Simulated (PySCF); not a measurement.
C4H8OSi2.
SMILES with atom numbers: `[SiH3:1][O:2][SiH:3]1[CH:4]=[CH:5][CH:6]=[CH:7]1` (hydrogens: H8, H9, H10 on Si1; H11 on Si3; H12 on C4; H13 on C5; H14 on C6; H15 on C7)

Computed with core-valence-separated Tamm–Dancoff BHandHLYP/aug-pcX-1 (pcseg-1 on H, def2-SVPD on Si) in PySCF, non-relativistic, gas phase, PBE0-D3(BJ)/def2-SVP geometry. Absolute energies from this functional tend to lie a few eV below measured edges; no shift was applied.

(1) What does the C 1s absorption edge look like?

(2) Give energies, oscillator strengths and core holes at the O K edge.

Answers

(1) 
```csv
E (eV),f,core hole on,main final orbital
281.55,0.0950,C4/C7,"LUMO (2 roots, f summed)"
282.24,0.1048,C5 + C6,"LUMO (2 roots, f summed)"
285.54,0.0255,C4/C7,"LUMO+1 (2 roots, f summed)"
286.10,0.0162,C4/C7,"spread (2 roots, f summed)"
286.19,0.0364,C5 + C6,"LUMO+1 (2 roots, f summed)"
286.35,0.0350,C5/C6,"spread (2 roots, f summed)"
286.69,0.0177,C4/C7,"LUMO+3/LUMO+7 (2 roots, f summed)"
286.74,0.0129,C4/C7,"spread (2 roots, f summed)"
287.05,0.0145,C4/C7,"spread (2 roots, f summed)"
```

The first line with a tenth or more of the strongest one's intensity is at 281.55 eV (f = 0.095, sum of 2), with the hole on C4/C7 (alkene CH carbon). The strongest listed is at 282.24 eV (f = 0.105, sum of 2; C5 + C6).

(2) 
```tsv
E (eV)	f	core hole on	main final orbital
531.52	0.0051	O2	LUMO (85 %)
532.98	0.0126	O2	LUMO+3 (43 %)
533.76	0.0163	O2	LUMO+2 (38 %)
534.07	0.0160	O2	spread
534.21	0.0027	O2	LUMO+1 (48 %)
534.36	0.0015	O2	LUMO+7 (51 %)
534.44	0.0047	O2	LUMO+9 (38 %)
```

The first line with a tenth or more of the strongest one's intensity is at 531.52 eV (f = 0.005), with the hole on O2 (siloxane oxygen). The strongest listed is at 533.76 eV (f = 0.016; O2).

Roots within 0.03 eV whose holes lie on the same, on equivalent or on shared atoms are summed into one line, and the highest roots are left out, as the search may have cut off their partners. Final orbitals are the ground state's empty Kohn–Sham orbitals.

The ionisation thresholds weren't computed; near and above them a finite basis only mimics Rydberg series and continuum.

The run took 52 s wall on Arm Neoverse N1, one thread (shared host), and the process peaked at 0.98 GiB of memory.

Conformer computed: `[SiH3:1][O:2][SiH:3]1[CH:4]=[CH:5][CH:6]=[CH:7]1`: Si1–O2–Si3–C4 -59°.

One conformer stands for the species.
